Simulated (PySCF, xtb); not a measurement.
C₂H₆BClFN, SMILES CN(C)B(F)Cl. Other conformers were not sampled.

Harmonic wavenumbers (cm⁻¹) from GFN2-xTB (xtb 6.7.1) at its own minimum, in rising order: 109, 161, 168, 195, 287, 303, 371, 414, 468, 587, 914, 1053, 1076, 1090, 1137, 1185, 1213, 1407, 1413, 1462, 1465, 1474, 1476, 1523, 2957, 2958, 2973, 2978, 3052, 3059.

Task: What does PySCF 2.14.0 with PBE-D3(BJ)/def2-SVP give at its own minimum? (An estimate is asked for; the answer gives what the named calculation found.)

Result: 107, 161, 191, 220, 272, 325, 394, 420, 560, 606, 934, 1047, 1076, 1103, 1135, 1215, 1255, 1377, 1396, 1410, 1418, 1421, 1422, 1539, 2934, 2940, 2995, 3002, 3100, 3101. Paired by order, the mean absolute difference is 26 cm⁻¹ and the zero-point energies are 55.7 and 55.9 kcal/mol.
